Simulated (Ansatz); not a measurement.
Species: CH₅O₂Si, net charge 0, doublet state. It need not be the lowest isomer of its formula. 
Coordinates optimised at B3LYP-D3(BJ)/def2-TZVP (Ansatz, a program for electronic structure):
```
O
C 1 1.4236
H 2 1.0889 1 107.86
H 2 1.0919 3 109.11 1 120.41
H 2 1.0940 3 108.86 4 118.85
Si 1 1.6290 2 125.49 3 -172.72
O 6 1.6493 1 117.36 2 -59.13
H 6 1.4750 1 105.46 2 177.78
H 6 1.4930 8 114.03 1 122.88
```
Charge 0, spin multiplicity 2.

Parts of the frozen-core correlation energy in 6-31G* (Ansatz, hartree). Frozen orbitals: 8; correlated occupied orbitals by spin: 13 and 12; virtual: 53 and 54. UHF or UKS for open shells. No spin-orbit coupling. No relativistic terms.

```json
[
 {"term": "reference (HF)", "value": "-479.43636"},
 {"term": "MP2 opposite-spin", "value": "[?]"},
 {"term": "MP2 same-spin", "value": "[?]"},
 {"term": "CCSD correlation", "value": "-0.56284"},
 {"term": "(T)", "value": "[?]"},
 {"term": "T1 diagnostic", "value": "0.018"},
 {"term": "largest doubles amplitude", "value": "0.015"},
 {"term": "<S^2> of the reference", "value": "0.756"}
]
```

Task: Some entries are withheld; supply them.

Result: 
- MP2 opposite-spin, value: -0.39135
- MP2 same-spin, value: -0.12847
- (T), value: -0.01265
